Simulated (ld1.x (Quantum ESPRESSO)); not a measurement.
## Configuration tests for Zn (TM)

Zn, norm-conserving Troullier–Martins (Kleinman–Bylander form), made with ld1.x (Quantum ESPRESSO) 7.5 (BLYP, scalar-relativistic). Core [Ar], reference 3d10 4s1.75 4p0.25. Waves: 4s (bound): rc 2.05 bohr; 3d (bound): rc 1.50 bohr; 4p (bound): rc 3.35 bohr. Local part: the p channel. Core correction: a·sin(br)/r model core, default radius (core density twice the valence density).

Energies are relative to the spin-unpolarised reference configuration 3d10 4s1.75 4p0.25; without spin polarisation the order of configurations can differ from experiment.

| valence configuration | charge | ΔE all-electron (eV) | error AE − PS (meV) |
| --- | --- | --- | --- |
| 3d10 4s2 4p0 | 0 | -1.229 | +0.1 |
| 3d10 4s1 4p0 | +1 | 8.711 | -6.7 |
| 3d10 4s1 4p1 | 0 | 3.879 | +0.4 |
| 3d9 4s2 4p0 | +1 | 16.583 | -458 |
| 3d9 4s0 4p0 | +3 | 67.914 | -529 |

(1) What are ΔE and the potential's error for 3d10 4s0 4p1?

(2) What are ΔE and the potential's error for 3d10 4s0 4p0?

Levels in the configuration 3d10 4s2 4p0:

```tsv
level	all-electron (eV)	pseudo (eV)
3d	-10.053	-10.053
4s	-5.962	-5.961
```

Note: ghost state, extra bound levels that the all-electron valence spectrum of the same l lacks: s at -1951.2 eV. A true bound ghost makes a file unfit for plane-wave use.

## Answers

(1) ΔE = 15.064 eV all-electron; the error (AE − PS) is +7.0 meV.

(2) ΔE = 27.369 eV all-electron; the error (AE − PS) is -34 meV.
